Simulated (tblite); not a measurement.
Start geometry of `C1=C[C@@]2(C=C([C@H]12)CC#N)[SiH3]` from a force field or distance geometry (Å):
```
atom  x, y, z in Å
N1     3.7119   -0.1644    1.7459
C2     3.1780   -0.1660    0.6990
C3     2.5329   -0.1896   -0.5997
C4     0.9776   -0.0008   -0.4567
C5     0.0201    0.6021   -1.1759
C6    -1.1078    0.1844   -0.2580
Si7   -2.1671    1.5086    0.5404
C8    -1.6730   -1.1983   -0.4598
C9    -0.7227   -1.8063    0.2835
C10   -0.0242   -0.4991    0.5983
H11    2.9182    0.6154   -1.2343
H12    2.7173   -1.1379   -1.1116
H13    0.0274    1.1682   -2.1036
H14   -3.1585    2.0508   -0.4208
H15   -1.3552    2.6599    1.0299
H16   -2.9258    0.9813    1.7250
H17   -2.5370   -1.5681   -1.0157
H18   -0.5268   -2.8378    0.5633
H19    0.1047   -0.1931    1.6433
```

Problem. What comes out of this run: GFN2-xTB geometry optimisation, gas phase (tblite 0.8.0)?

Solution. 
```
atom  x, y, z in Å
N1     3.647    0.636    1.537
C2     3.127    0.205    0.615
C3     2.438   -0.333   -0.534
C4     0.971   -0.078   -0.412
C5     0.061    0.618   -1.091
C6    -1.084    0.217   -0.186
Si7   -2.141    1.542    0.640
C8    -1.677   -1.125   -0.560
C9    -0.780   -1.828    0.123
C10   -0.014   -0.619    0.598
H11    2.833    0.136   -1.439
H12    2.630   -1.412   -0.573
H13    0.076    1.214   -1.984
H14   -3.054    2.089   -0.367
H15   -1.249    2.583    1.150
H16   -2.892    0.914    1.726
H17   -2.510   -1.368   -1.191
H18   -0.598   -2.875    0.285
H19    0.205   -0.507    1.654
```

The energy falls by 0.326 eV over 103 L-BFGS steps, the largest force on an atom goes from 3.82 to 0.009 eV/Å, and the atoms move by 0.320 Å rms after alignment. The bond that changes most is C3–C4 (sp3 carbon next to a nitrile to fully substituted alkene carbon), which shortens by 0.079 Å. Bonds longer at the end by more than 0.005 Å: 3 of 20; shorter: 14. Among the angles that change most is C6–C10–H19, from 119.2° to 124.7°. Among the dihedrals that turn most is H12–C3–C4–C10, from 85° to 54°. Rotational constants go from 2145, 685.1, 636.7 to 2053, 740.6, 639.0 MHz. The orientation of the end geometry is arbitrary; only internal coordinates are fixed.

Its GFN2-xTB frequencies are all real (lowest 28 cm⁻¹). One conformer, not necessarily the lowest. 3 starts were optimised and ended at 0.00, 0.01 and 0.37 kcal/mol (GFN2-xTB); the lowest of these is shown.

The numbers are calculated, not measured.
